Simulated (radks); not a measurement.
Values are calculated unless marked as measured or tabulated.
Q: These are the eigenvalues of the occupied orbitals of an atom or ion with whole-number occupations (eV). Code: a radial shooting solver on a logarithmic mesh with Libxc functionals. Model: scalar-relativistic Kohn-Sham, BLYP, spin-polarised, spherical densities, finite nucleus; Fermi nuclear charge, rms radius of each element as measured or else 0.836 A^(1/3) + 0.57 fm.

orbital  eigenvalue
1s up     -7009.098
1s down   -7009.055
2s up     -828.3736
2s down   -826.5069
2p up     -707.1329
2p down   -705.7007
3s up     -103.7405
3s down    -99.4179
3p up      -69.8258
3p down    -65.6148
3d up      -17.1893
3d down    -13.4118
4s up      -12.9384

Which element is it, and in what charge state? The configuration may be excited. Open shells, if any, are filled with parallel spins first.

A: Z = 26, iron, charge +1: Fe+ in [Ar] 3d6 4s1. The list shows which subshells hold electrons but not how many an open one holds; the 1s level, -257.58 hartree, gives Z - s = 22.7 by -(Z - s)^2/2, which with screening and relativity narrows Z to a few neighbours, and the depths of the outer levels then fix element, charge and occupations together.
